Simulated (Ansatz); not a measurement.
`CO[SiH](N)Br` + `CBS[SiH3]` → `CCBS[SiH3]` + `N[SiH](O)Br`  (formal exchange of groups at a C–O bond)

Gas-phase electronic energies from Ansatz, PBE0-D4/def2-TZVP geometries. CCSD(T)/CBS adds triple-zeta CCSD(T) − MP2 to the extrapolated MP2 energy (def2 sets, frozen cores). For Br outer-core shells are correlated without core-valence functions, which leaves a few kJ/mol of doubt a bond. Scalar relativity is left out up to krypton. Each species was taken in one conformer, which may not be the lowest.

```tsv
species	MP2/def2-QZVPP energy (Eh)
`CO[SiH](N)Br`	-3033.70063
`CBS[SiH3]`	-753.83963
`CCBS[SiH3]`	-793.07061
`N[SiH](O)Br`	-2994.48859
```

Question: Work out ΔE.

Answer: ΔE = (-793.07061) + (-2994.48859) − (-3033.70063) − (-753.83963) = -0.01894 Eh = -49.7 kJ/mol. CCSD(T)/CBS gives -46.4 kJ/mol.

Largest T1 diagnostic among the species: 0.013.

In def2-TZVPP, CCSD(T) changes the Hartree–Fock value by −8.3 kJ/mol (the triples alone add −0.3 kJ/mol) and MP2 by −12.5 kJ/mol.
